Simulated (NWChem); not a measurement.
All runs are NWChem calculations. System: thiourea (CH4N2S), charge 0, spin multiplicity 1, at a geometry optimised with B3LYP/def2-SVP. Level: RHF/def2-TZVP.

Output (cleaned and shortened):

```
             Northwest Computational Chemistry Package (NWChem) 7.3.0
             --------------------------------------------------------

                                NWChem Input Module
                                -------------------

 Scaling coordinates for geometry "geometry" by  1.889725989
 (inverse scale =  0.529177249)

 Turning off AUTOSYM since
 SYMMETRY directive was detected!

                             Geometry "geometry" -> ""
                             -------------------------

 Output coordinates in angstroms (scale by  1.889725989 to convert to a.u.)

  No.       Tag          Charge          X              Y              Z
 ---- ---------------- ---------- -------------- -------------- --------------
    1 N                    7.0000    -1.09651600    -0.35160800    -1.04876900
    2 C                    6.0000     0.00000000     0.00000000    -0.31534600
    3 N                    7.0000     1.09651600     0.35160800    -1.04876900
    4 S                   16.0000     0.00000000     0.00000000     1.35340800
    5 H                    1.0000    -1.18955100    -0.05457100    -2.01466400
    6 H                    1.0000    -1.95243000    -0.48551400    -0.52517500
    7 H                    1.0000     1.18955100     0.05457100    -2.01466400
    8 H                    1.0000     1.95243000     0.48551400    -0.52517500

 Effective nuclear repulsion energy (a.u.)     156.9925954962

            Nuclear Dipole moment (a.u.)
            ----------------------------
        X                 Y               Z
 ---------------- ---------------- ----------------
     0.0000000000     0.0000000000     0.0000151178

      Symmetry information
      --------------------

 Group name             C2
 Group number              4
 Group order               2
 No. of unique centers     5

      Symmetry unique atoms

     1    2    4    5    6


 Summary of "ao basis" -> "" (spherical)
 ------------------------------------------------------------------------------
       Tag                 Description            Shells   Functions and Types
 ---------------- ------------------------------  ------  ---------------------
 *                         def2-tzvp                  on all atoms

 Summary of "ao basis" -> "ao basis" (spherical)
 ------------------------------------------------------------------------------
       Tag                 Description            Shells   Functions and Types
[...]
  ----- ------------  ---------------      ----- ------------  ---------------
   109      0.442550  4 S  py               112      0.347416  4 S  py
   106      0.202870  4 S  py               100     -0.162132  4 S  py

 Vector   20  Occ=2.000000D+00  E=-3.213029D-01  Symmetry=b
              MO Center= -1.1D-13,  3.5D-15,  1.1D+00, r^2= 2.0D+00
   Bfn.  Coefficient  Atom+Function         Bfn.  Coefficient  Atom+Function
  ----- ------------  ---------------      ----- ------------  ---------------
   108      0.477400  4 S  px               111      0.393756  4 S  px
   105      0.222484  4 S  px                99     -0.175207  4 S  px

 Vector   21  Occ=0.000000D+00  E= 1.080142D-01  Symmetry=a
              MO Center= -1.1D-15,  6.8D-16, -2.1D+00, r^2= 6.0D+00
   Bfn.  Coefficient  Atom+Function         Bfn.  Coefficient  Atom+Function
  ----- ------------  ---------------      ----- ------------  ---------------
     5      1.684897  1 N  s                 67      1.684897  3 N  s
   133     -1.269919  5 H  s                145     -1.269919  7 H  s
    36     -0.689463  2 C  s                139     -0.564884  6 H  s
   151     -0.564884  8 H  s                 98      0.336831  4 S  s
    14     -0.304115  1 N  pz                76     -0.304115  3 N  pz

 Vector   22  Occ=0.000000D+00  E= 1.324566D-01  Symmetry=b
              MO Center=  4.5D-13, -2.8D-13, -5.6D-01, r^2= 5.1D+00
   Bfn.  Coefficient  Atom+Function         Bfn.  Coefficient  Atom+Function
  ----- ------------  ---------------      ----- ------------  ---------------
   133      0.904344  5 H  s                145     -0.904344  7 H  s
    43      0.620410  2 C  px                 5     -0.514215  1 N  s
    67      0.514215  3 N  s                112      0.454060  4 S  py
   139      0.445311  6 H  s                151     -0.445311  8 H  s
    44     -0.436006  2 C  py                14      0.352386  1 N  pz

 Vector   23  Occ=0.000000D+00  E= 1.609662D-01  Symmetry=b
              MO Center=  4.3D-14, -9.1D-14, -1.0D+00, r^2= 7.9D+00
   Bfn.  Coefficient  Atom+Function         Bfn.  Coefficient  Atom+Function
  ----- ------------  ---------------      ----- ------------  ---------------
   133     -1.095769  5 H  s                145      1.095769  7 H  s
     5      1.062074  1 N  s                 67     -1.062074  3 N  s
   139     -1.046987  6 H  s                151      1.046987  8 H  s
    44     -0.564672  2 C  py                12     -0.406982  1 N  px
    74     -0.406982  3 N  px                13      0.287363  1 N  py

 center of mass
 --------------
 x =  -0.00000000 y =  -0.00000000 z =   0.12420175

 moments of inertia (a.u.)
 ------------------
         367.511573345716         -45.849390384004           0.000000000000
         -45.849390384004         511.302091977624          -0.000000000000
           0.000000000000          -0.000000000000         171.955414553946

  Mulliken analysis of the total density
  --------------------------------------

    Atom       Charge   Shell Charges
 -----------   ------   -------------------------------------------------------
    1 N    7     7.52   0.82  1.16  0.50  0.83  0.15  1.53  1.80  0.69  0.01  0.04  0.00
    2 C    6     5.67   0.86  1.12  0.52  0.54  0.06  1.12  1.03  0.15  0.04  0.20  0.02
    3 N    7     7.52   0.82  1.16  0.50  0.83  0.15  1.53  1.80  0.69  0.01  0.04  0.00
    4 S   16    16.38   2.01  0.49  1.48  1.03  0.78  4.18  1.69  0.89  2.29  1.44  0.03  0.05  0.01
    5 H    1     0.74   0.25  0.40  0.05  0.04
    6 H    1     0.72   0.25  0.38  0.05  0.04
    7 H    1     0.74   0.25  0.40  0.05  0.04
    8 H    1     0.72   0.25  0.38  0.05  0.04

       Multipole analysis of the density wrt the origin
       ------------------------------------------------

     L   x y z        total         open         nuclear
     -   - - -        -----         ----         -------
     0   0 0 0     -0.000000      0.000000     40.000000

     1   1 0 0      0.000000      0.000000      0.000000
     1   0 1 0      0.000000      0.000000      0.000000
     1   0 0 1     -2.143386      0.000000      0.000015

     2   2 0 0    -18.782909      0.000000     97.443245
     2   1 1 0      0.575884      0.000000     26.509108
     2   1 0 1      0.000000      0.000000     -0.000000
     2   0 2 0    -26.319996      0.000000      7.885618
     2   0 1 1     -0.000000      0.000000     -0.000000
     2   0 0 2    -21.679011      0.000000    192.738410

 Task  times  cpu:       14.9s     wall:       14.9s

 Total times  cpu:       14.9s     wall:       14.9s
```

Task: Write an NWChem input that would produce this output.

Result: This is not unique; one that fits is 
```
start mol
memory heap 200 mb stack 900 mb global 1100 mb
geometry units angstroms nocenter noautoz
  N     -1.096516    -0.351608    -1.048769
  C      0.000000     0.000000    -0.315346
  N      1.096516     0.351608    -1.048769
  S      0.000000     0.000000     1.353408
  H     -1.189551    -0.054571    -2.014664
  H     -1.952430    -0.485514    -0.525175
  H      1.189551     0.054571    -2.014664
  H      1.952430     0.485514    -0.525175
  symmetry group C2
end
basis spherical
  * library def2-tzvp
end
scf
  rhf
  nopen 0
  maxiter 100
  thresh 1e-7
  semidirect memsize 60000000 filesize 0
end
task scf energy
```
